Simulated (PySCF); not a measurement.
(Z)-1,2-difluoro-1-methoxyethene (C3H4F2O), SMILES CO/C(F)=C/F. Geometry optimised at PBE0-D3(BJ)/def2-SVP. The values are those of a single conformer.

All values below come from PBE0-D3(BJ)/def2-SVP in PySCF.

Harmonic wavenumbers (cm⁻¹): 85, 149, 203, 253, 371, 498, 613, 694, 791, 925, 1087, 1172, 1200, 1215, 1326, 1362, 1463, 1479, 1481, 1861, 3047, 3145, 3199, 3268. Rotational constants (GHz): 8.508, 2.226, 1.883; symmetry number 1.

### Question
Work out the zero-point energy and the ideal-gas rigid-rotor harmonic-oscillator thermochemistry at 298.15 K and 1 atm.

### Answer
ZPE = ½ Σ hcν = ½ × 30889 cm⁻¹ = 44.16 kcal/mol. H − E(el) = 48.74 kcal/mol. Entropy in cal/(mol K): translation 39.54, rotation 26.60, vibration 13.37, total 79.51. G − E(el) = 25.03 kcal/mol. Cp = 22.61 cal/(mol K). Modes under 150 cm⁻¹ make the vibrational entropy uncertain.
